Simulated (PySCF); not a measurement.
# Computed properties of SiClH2I, SMILES Cl[SiH2]I

SiClH2I, SMILES Cl[SiH2]I. Coordinates come from a r2SCAN-D4/def2-SVP optimisation. The def2 effective core potentials stand for the cores of I; spin–orbit coupling is left out. Other conformers were not sampled. All values are computed for the isolated molecule unless a solvent is named; none is compared with measurement here.

**Structure.** The optimised structure has Cs symmetry. All 9 harmonic modes at r2SCAN-D4/def2-SVP (PySCF) are real, so it is a minimum. With heavy atoms numbered as in [SiH2:1]([Cl:2])[I:3], the shortest bond between them is Si1–Cl2 at 2.064 Å and the longest Si1–I3 at 2.444 Å.

**Vibrations.** The strongest infrared lines (harmonic, unscaled, degenerate partners summed) lie at 844 cm⁻¹ (322 km/mol, H 92 %), 935 cm⁻¹ (117 km/mol, H 96 %), 558 cm⁻¹ (101 km/mol, Si 53 %, Cl 43 %). The softest mode is at 135 cm⁻¹ and the zero-point energy is 12.3 kcal/mol.

**Electronic structure.** HF/def2-TZVPD (PySCF) places the frontier levels at -10.48 and 1.10 eV, a gap of 11.58 eV, and gives a dipole moment of 1.27 D and a mean polarisability of 72.2 bohr³.

**Excitations.** TDDFT-ωB97X/def2-SVPD (PySCF) has S1 at 5.63 eV (220 nm, f = 0.006, weak); the most intense of the 10 singlets computed lies at 7.53 eV (f = 0.13). T1 (TDA) is at 5.18 eV. No vertical singlet excitation falls in the visible range (under 3.1 eV).
